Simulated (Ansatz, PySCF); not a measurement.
C₃H₉BrO₂Si (SMILES CCO[SiH](Br)OC), singlet, geometry from GFN2-xTB, with bond 14-7 at 2.4 times its length. Base run: CASSCF(4,3)/STO-3G (PySCF).

Input for PySCF:
```python
from pyscf import gto, scf, mcscf
import numpy

mol = gto.M(
    atom='''
Si    0.32124649   -0.76500263   -0.16610761
Br    0.57902735    0.72631846    1.44542991
O     1.20825229   -0.25937290   -1.41178336
C     2.56144661    0.08824493   -1.46181585
O    -1.21228430   -0.89188334   -0.58619084
C    -2.14746305    0.04359582   -1.06403183
C    -3.50946376   -0.61975064   -1.17130093
H     0.62750560   -2.07250242    0.35960942
H     2.75179453    0.54534445   -2.43254683
H     2.81153554    0.79905602   -0.66960177
H     3.18547354   -0.80103700   -1.34957316
H    -1.81906111    0.40921351   -2.04305972
H    -2.19176092    0.89430353   -0.37291712
H    -4.27020119   -1.48021232    1.17123196
H    -4.23780140    0.09580246   -1.54220408
H    -3.45951871   -1.46550457   -1.85231665
''',
    basis='sto-3g',
    verbose=3,
)

mf = scf.RHF(mol)
mf.kernel()
mc = mcscf.CASSCF(mf, 3, 4)
mc.fix_spin_(ss=0.0)
mc.kernel()
occ = numpy.linalg.eigvalsh(mc.fcisolver.make_rdm1(mc.ci, mc.ncas, mc.nelecas))[::-1]
ss = mc.fcisolver.spin_square(mc.ci, mc.ncas, mc.nelecas)[0]
print('natural occupations', occ.round(4), ' <S^2>', round(ss, 4))
```

Programs used: Ansatz (a quantum-chemistry and plane-wave program), PySCF; a row that names a program was run with it.

Each row names what was changed in the base input (with any setting that the change needs).

```csv
change,ΔE vs base (kcal/mol),natural occupations,<S^2> of the state
base,0.000,2.00 1.30 0.70,0.00
"active space = 2 electrons, 2 orbitals",0.028,1.30 0.70,0.00
start = MP2 natural orbitals,0.000,2.00 1.30 0.70,0.00
"code = ansatz; correction = SC-NEVPT2, all electrons",-155.8,-,-
code = ansatz,0.017,-,-
"active space = 4 electrons, 5 orbitals",-7.54,1.98 1.30 0.70 0.01 0.00,0.00
conv_tol = 1e-5,0.028,2.00 1.30 0.70,0.00
state_average = 2 states,0.013,-,-
solver = newton,0.000,2.00 1.30 0.70,0.00
orbitals = fixed (CASCI),5.47,2.00 1.31 0.69,0.00
"active space = 4 electrons, 4 orbitals",-7.20,1.98 1.30 0.70 0.02,0.00
```

Active orbitals are taken around the Fermi level unless the row says otherwise; CASSCF can end in different local minima, and two programs can end on different orbitals. State-averaged rows give the lowest state.

Ansatz warned in this series: the state or the total is in doubt.
